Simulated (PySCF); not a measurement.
MHg cations for M along group 14

PBE0 with double-zeta basis sets in PySCF, for the lowest determinant that a PBE0 search found; no spin–orbit coupling. De refers to high-spin ground-configuration atoms (the charge goes to the atom of lower measured ionisation energy or higher electron affinity, which is not always the lowest computed limit). A positive dipole points towards Hg; it is taken about the centre of mass and depends on that origin.

| M | basis | charged atom | state (unpaired electrons) | Re (Å) | ωe (cm⁻¹) | De (eV) | μ (D) |
| --- | --- | --- | --- | --- | --- | --- | --- |
| C | def2-SVP | Hg+ | doublet (π ↑) | 2.172 | 404 | 1.89 | -1.20 |
| Si | def2-SVP | Si+ | doublet (π ↑) | 2.628 | 209 | 1.41 | -4.48 |
| Sn | def2-SVP | Sn+ | doublet (π ↑) | 2.931 | 103 | 0.94 | -3.31 |
| Pb | def2-SVP | Pb+ | doublet (π ↑) | 3.021 | 83.1 | n/a | -2.08 |

The shortest bond is that of HgC⁺ (2.172 Å), the longest that of HgPb⁺ (3.021 Å).

Down a group the atoms grow and get heavier, so bonds lengthen and wavenumbers fall; this series shows no clear exception.

Spin–orbit coupling is left out, which matters for elements this heavy, above all for dissociation energies. For an ion De counts to the pair picked by the measured ionisation energies or electron affinities, which need not be the lowest pair at this level. States were picked by a PBE0 search and need not be the measured ground states.
